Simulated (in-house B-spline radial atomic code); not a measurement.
The tellurium ion Te⁶⁺: [Ar] 3d9 4s2 4p6 4d10 5s1 (an excited or competing configuration)

Method: Dirac-Hartree-Fock, average of configuration, Fermi nucleus of rms radius 4.7423 fm. Calculated with a B-spline radial code for spherical atoms.

Screening seen three ways: the hydrogenic charge with the same mean radius, Z_r = [3n² - l(l+1)]/(2<r>), the one with the same energy, Z_e = n√(-2ε), and Slater's rules. Values are occupation-weighted means over j. An effective charge above Z reflects the relativistic contraction of the inner shells.

| shell | electrons | ε (eV) | <r> (bohr) | Z_r | Z_e | Slater |
| --- | --- | --- | --- | --- | --- | --- |
| 1s | 2 | -32122 | 0.02781 | 53.95 | 48.59 | 51.70 |
| 2s | 2 | -5126.4 | 0.1192 | 50.33 | 38.82 | 47.85 |
| 2p | 6 | -4613.6 | 0.1045 | 47.83 | 36.83 | 47.85 |
| 3s | 2 | -1144.4 | 0.3183 | 42.42 | 27.51 | 40.75 |
| 3p | 6 | -972.15 | 0.3162 | 39.53 | 25.36 | 40.75 |
| 3d | 9 | -715.03 | 0.2952 | 35.57 | 21.75 | 31.20 |
| 4s | 2 | -279.82 | 0.7511 | 31.95 | 18.14 | 25.10 |
| 4p | 6 | -222.74 | 0.7992 | 28.78 | 16.18 | 25.10 |
| 4d | 10 | -135.86 | 0.9033 | 23.25 | 12.64 | 13.85 |
| 5s | 1 | -85.165 | 1.746 | 21.47 | 12.51 | 9.70 |

The least bound orbital is 5s1/2 at -85.17 eV, and it is also the most diffuse (<r> = 1.746 bohr). The part-filled 3d shell lies below the filled 4d shell in orbital energy.

Spin-orbit splittings of the orbital energies (j = l + 1/2 above j = l - 1/2 when positive): 2p 275.7 eV, 3p 53.64 eV, 3d 11.11 eV, 4p 10.76 eV, 4d 1.764 eV.

For the 1s electron the small component carries 3.66 % of the norm, the zero-frequency Breit interaction raises the level by 76.97 eV, self-energy by 43.87 eV, and vacuum polarisation lowers it by 5.959 eV.
